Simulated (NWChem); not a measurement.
Molecule: C2H4ClGa; SMILES [CH]([GaH][Cl])=C

```xyz
8

Ga    -0.7435    -0.0177     0.0000
H     -2.2025     0.5310    -0.0002
Cl     0.8153     1.4889    -0.0019
C     -0.0634    -1.8353     0.0013
C      1.2547    -2.0784    -0.0005
H     -0.7551    -2.6874     0.0033
H      1.6615    -3.0974    -0.0001
H      1.9874    -1.2627    -0.0024
```
Atoms are numbered in this order, from 1.

Level: PBE0/def2-SVP (NWChem), optimised geometry, unscaled harmonic frequencies. 

Task: List the harmonic frequencies with IR intensities, and the thermochemistry.

Result: 
```json
[
 {"frequency (cm⁻¹)": "113", "IR intensity (km/mol)": "3.1"},
 {"frequency (cm⁻¹)": "115", "IR intensity (km/mol)": "0.3"},
 {"frequency (cm⁻¹)": "307", "IR intensity (km/mol)": "12.5"},
 {"frequency (cm⁻¹)": "383", "IR intensity (km/mol)": "4.7"},
 {"frequency (cm⁻¹)": "410", "IR intensity (km/mol)": "49.7"},
 {"frequency (cm⁻¹)": "542", "IR intensity (km/mol)": "77.6"},
 {"frequency (cm⁻¹)": "584", "IR intensity (km/mol)": "10.5"},
 {"frequency (cm⁻¹)": "631", "IR intensity (km/mol)": "125.7"},
 {"frequency (cm⁻¹)": "996", "IR intensity (km/mol)": "8.5"},
 {"frequency (cm⁻¹)": "1020", "IR intensity (km/mol)": "19.8"},
 {"frequency (cm⁻¹)": "1046", "IR intensity (km/mol)": "20.3"},
 {"frequency (cm⁻¹)": "1262", "IR intensity (km/mol)": "4.2"},
 {"frequency (cm⁻¹)": "1411", "IR intensity (km/mol)": "20.0"},
 {"frequency (cm⁻¹)": "1664", "IR intensity (km/mol)": "14.8"},
 {"frequency (cm⁻¹)": "2020", "IR intensity (km/mol)": "176.8"},
 {"frequency (cm⁻¹)": "3131", "IR intensity (km/mol)": "13.3"},
 {"frequency (cm⁻¹)": "3166", "IR intensity (km/mol)": "6.0"},
 {"frequency (cm⁻¹)": "3230", "IR intensity (km/mol)": "2.6"}
]
```

```yaml
zero_point_energy: 31.5 kcal/mol
thermal correction to the enthalpy at 298.15 K (with zero-point energy): 35.8 kcal/mol
heat capacity Cv: 19.0 cal/(mol K)
entropy at 298.15 K and 1 atm (symmetry number 1): 78.9 cal/(mol K)
dipole_moment: 2.34 D
```

Rigid rotor and harmonic oscillator.
